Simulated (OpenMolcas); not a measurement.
Ru4+ with 6 ligands (water) in octahedral coordination (Th) at 1.98 Å. Ligand basis ANO-RCC-VDZP.
```
Ru    0.0000    0.0000    0.0000
O     1.9800    0.0000    0.0000
H     2.5570    0.7797    0.0000
H     2.5570   -0.7797    0.0000
O     0.0000    1.9800    0.0000
H     0.0000    2.5570    0.7797
H     0.0000    2.5570   -0.7797
O    -1.9800    0.0000    0.0000
H    -2.5570    0.7797    0.0000
H    -2.5570   -0.7797    0.0000
O     0.0000   -1.9800    0.0000
H     0.0000   -2.5570    0.7797
H     0.0000   -2.5570   -0.7797
O     0.0000    0.0000    1.9800
H     0.7797    0.0000    2.5570
H    -0.7797    0.0000    2.5570
O     0.0000    0.0000   -1.9800
H     0.7797    0.0000   -2.5570
H    -0.7797    0.0000   -2.5570
```

```yaml
Program: OpenMolcas 26.06
Method: "SS-CASPT2, IPEA 0.25 Eh, imaginary shift 0.1 Eh (closed shells correlated: 4s 4p and the ligand valence shells)"
Basis: ANO-RCC-VDZP [6s5p3d1f]
Scalar_Hamiltonian: DKH2, point nucleus
Active_space: 4 electrons in 5 orbitals (4d)
State_averaging: 2S+1 = 5 even, 5 roots; 2S+1 = 3 even, 45 roots; 2S+1 = 1 even, 50 roots
Spin-orbit_coupling: RASSI with atomic mean-field integrals over the reference wave functions
```

Task: What is the spin-free ground state (labels of O, taken over from Oh, the nearest higher group)?

Result: 3T1, 3-fold in its orbital part; d4 allows 2S+1 = 5, so this is a state of lower spin.

Task: Where is the first state of the same spin?

Result: 3E at 27000 cm-1 above the ground state.

Task: What are the lowest two levels with spin-orbit coupling?

Result: A 1-fold level, then a 3-fold level 800 cm-1 above it. Their leading multiplicities are 3 (98 %) and 3 (99 %).

Task: What is χT at 300 K, and how does it compare with the textbook value?

Result: The lowest level has 2S+1 = 3, for which the spin-only value is χT = S(S+1) / 2 = 1.000 cm3 K/mol (g = 2). The computed 0.984 at 300 K differs by -0.016, through orbital momentum, spin-orbit coupling and any other state in reach. With a threefold ground state the orbital momentum is unquenched, so the spin-only value is not expected to hold.

Roots that are degenerate in the reference are averaged as groups; the widest CASPT2 spread within a group is 590 cm-1 (the 3-fold group of multiplicity 3 near 101000 cm-1 above the lowest state of its run). Shifts and gaps below about the spread of the groups concerned are not significant. Over all roots computed the reference weight is 0.66 to 0.69; a low but even weight reflects the number of correlated electrons. An orbital triplet at a regular site is open to Jahn-Teller coupling, which can distort the site and quench the lowest spin-orbit gaps and is left out. The least metal-like active orbital is 74 % on the metal (Löwdin) and no ligand orbital is active, so the numbers are rough. Ligand-to-metal charge-transfer states are missing. With no ligand orbital active B as a rule stays too high, so bands that hang on it stand too high and its fall with covalency is understated. With one d shell and no ligand orbital active, 10Dq can be off by a tenth or more. No measured value stands beside these numbers; the geometry is a model, was not optimised and need not be the one that this ion takes.
